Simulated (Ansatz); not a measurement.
GeH2 (SMILES [GeH2]) at its CCSD(T)/cc-pVQZ minimum, average atomic masses, point group C2v.
(charge 0, multiplicity 1):
```json
[
 {"atom": "Ge", "x (Å)": "-0.0001", "y (Å)": "0.0300", "z (Å)": "0.0000"},
 {"atom": "H", "x (Å)": "-1.1415", "y (Å)": "-1.0849", "z (Å)": "0.0000"},
 {"atom": "H", "x (Å)": "1.1487", "y (Å)": "-1.0773", "z (Å)": "0.0000"}
]
```

Correlated levels freeze the cores. Filled d and f shells under p-block atoms count as core.

Programs: Ansatz (a first-principles code). 

Harmonic frequencies (cm⁻¹): 932 1931 1933.

Problem. Work out the rotational constants, the zero-point energy, and the ideal-gas entropy and heat capacity at 298.15 K and 1 bar (rigid rotor, harmonic oscillator).

Solution. 
Principal moments 2.422, 2.643, 5.065 u Å² give 16.8576/I = 6.961, 6.377, 3.328 cm⁻¹. Zero point: Σω/2 = 2398 cm⁻¹ = 6.86 kcal/mol. Translation R(1.5 ln M + 2.5 ln T − 1.1517) with M = 74.646 u: 162.64 J/(mol K). Rotation with σ = 2: q = 217.5, S = R(ln q + 3/2) = 57.22. Vibration, summed over R(u/(eᵘ − 1) − ln(1 − e⁻ᵘ)) with u = 1.43878ω/T: 0.53, of which the lowest mode gives 0.51. S° = 220.4 J/(mol K); C_p = 4R + 2.04 = 35.30 J/(mol K).

Doubts at one or more of the structures used: a restricted determinant that unrestricted orbitals would lower (CCSD(T)/cc-pVQZ).
